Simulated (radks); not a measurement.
Excited configurations of the neon ion Ne2+: one electron is placed in a higher orbital outside [He] 2s2 2p3. The ground configuration is [He] 2s2 2p4. Calculated with a radial shooting solver on a logarithmic mesh with Libxc functionals: non-relativistic Kohn-Sham, PBE, spin-polarised, spherical densities, point nucleus; open shells are filled with parallel spins first. Excitation = E - E(ground); binding = E(ion) - E, where the ion is the core of charge +3; n* = 3/sqrt(2 binding) in atomic units, and the quantum defect is n - n*.

outer orbital,excitation (eV),binding (eV),n*,quantum defect,<r> (bohr)
4d,54.593,8.730,3.745,0.255,6.217
4f,55.442,7.881,3.942,0.058,5.851
5s,56.015,7.308,4.093,0.907,8.653
5p,56.752,6.571,4.317,0.683,9.331
6d,59.400,3.923,5.587,0.413,15.24
7p,60.124,3.199,6.187,0.813,19.65

The Delta-SCF ionisation energy is 63.323 eV (NIST Atomic Spectra Database: 63.423 eV, measured). Self-interaction in the functional shifts the binding energies and quantum defects, so they are the method's values and not measured ones. Open shells are spherical and high-spin; term and fine-structure splittings are not resolved.
